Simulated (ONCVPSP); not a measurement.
## u(r) = r·R(r): atom against pseudo-atom (Be)

Columns: radius, all-electron u(r) and pseudo u(r) of the 2s shell (level -5.47 eV) of beryllium in the configuration [He] 2s2; BLYP, scalar-relativistic, ONCV scheme, ONCVPSP 4.0.1.

```
r (bohr)  all-electron  pseudo
   0.082       -0.1768  0.0200
   0.165       -0.2484  0.0412
   0.248       -0.2532  0.0642
   0.330       -0.2186  0.0888
   0.413       -0.1602  0.1158
   0.495       -0.0902  0.1442
   0.578       -0.0140  0.1745
   0.660        0.0621  0.2060
   0.742        0.1361  0.2394
   0.825        0.2069  0.2754
   0.908        0.2724  0.3137
   0.990        0.3314  0.3536
   1.072        0.3843  0.3945
   1.155        0.4319  0.4355
   1.238        0.4737  0.4745
   1.320        0.5097  0.5096
   1.402        0.5406  0.5404
   1.485        0.5668  0.5667
   1.568        0.5882  0.5882
   1.650        0.6049  0.6049
   1.733        0.6177  0.6176
   1.815        0.6265  0.6265
   1.898        0.6321  0.6321
   1.980        0.6346  0.6345
   2.062        0.6343  0.6343
   2.145        0.6317  0.6317
```

Problem. How many radial nodes do the two functions have?

Solution. The all-electron 2s function has n − l − 1 = 1; the pseudo-wave has 0, since the states of the same l below it are removed with the core.

Problem. At about which radius was the pseudo-wave matched?

Solution. 1.65 bohr. The columns agree to 0.0005 from 1.32 bohr on; several derivatives are matched, so the curves merge somewhat inside the radius.

Problem. Where does each function peak?

Solution. Outermost all-electron maximum near 1.98 bohr, pseudo maximum near 1.98 bohr (to the table’s step).

Problem. Is the pseudo-wave norm-conserving?

Solution. Yes: the ONCV scheme keeps the norm inside the radius equal to the all-electron one, which fixes the energy derivative of the logarithmic derivative at the level.
